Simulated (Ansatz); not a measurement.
`FC1=NCC[SiH2]1` → 3 C• + F• + 6 H• + N• + Si•  (atomization)

Computed with Ansatz on PBE0-D4/def2-TZVP structures; ΔE is electronic, products minus reactants. CCSD(T)/CBS adds triple-zeta CCSD(T) − MP2 to the extrapolated MP2 energy (def2 sets, frozen cores). This one scheme is used for every species, atoms too. For atomizations the MP2-based limit and the directly extrapolated one differ by several kJ/mol either way, and by 10 to 25 for some Ge, Se and Sn compounds, so smaller differences from it don't rank the levels. Functionals use def2-TZVPP. B3LYP here is the variant with VWN-RPA as its local correlation; programs differ in this. HSE06 is defined as in plane-wave codes. No spin–orbit coupling; open shells (•) take unrestricted orbitals. Spin–orbit coupling would lower the free atoms: a little for C, F, Si.

| level | ΔE (kJ/mol) | difference from CCSD(T)/CBS |
| --- | --- | --- |
| B3LYP-D4 | 4729.4 | 13.0 |
| r2SCAN0-D4 | 4652.5 | -63.9 |
| HSE06-D4 | 4767.6 | 51.2 |
| BHLYP-D4 | 4567.0 | -149.4 |
| CAM-B3LYP-D4 | 4753.1 | 36.7 |
| BLYP | 4678.5 | -37.9 |
| B3LYP | 4685.1 | -31.3 |
| r2SCANh | 4696.5 | -19.9 |
| CAM-B3LYP | 4729.8 | 13.4 |
| MP2/CBS(def2) | 4813.1 | 96.7 |
| CCSD(T)/CBS | 4716.4 | 0 |

(1) What do rigid-rotor, harmonic-oscillator terms from PBE0-D4/def2-TZVP frequencies (298.15 K, 1 bar) make of the CCSD(T)/CBS value? (An estimate is asked.)

Largest T1 diagnostic among the species: 0.013.

Results:

(1) Computed: ΔZPE = -226.7 kJ/mol, ΔH = +4545.3 kJ/mol, ΔS = 1315 J/(mol·K), ΔG = +4153.2 kJ/mol. Open shells count their whole term as degenerate.

At CCSD(T), def2-SVP lies −253.7 kJ/mol from the extrapolated value and def2-TZVPP −130.1 kJ/mol: correlation converges slowly with the basis, and small sets miss more of it in the bonded molecule than in its fragments. In def2-TZVPP, CCSD(T) changes the Hartree–Fock value by +1235.5 kJ/mol (the triples alone add +84.9 kJ/mol) and MP2 by +1332.2 kJ/mol; breaking electron pairs costs correlation energy, which Hartree–Fock lacks. From BLYP to BHLYP (50 % exact exchange), in def2-TZVPP and without D4, ΔE moves by −144.1 kJ/mol: exact exchange takes away binding that semilocal exchange gives to molecules.
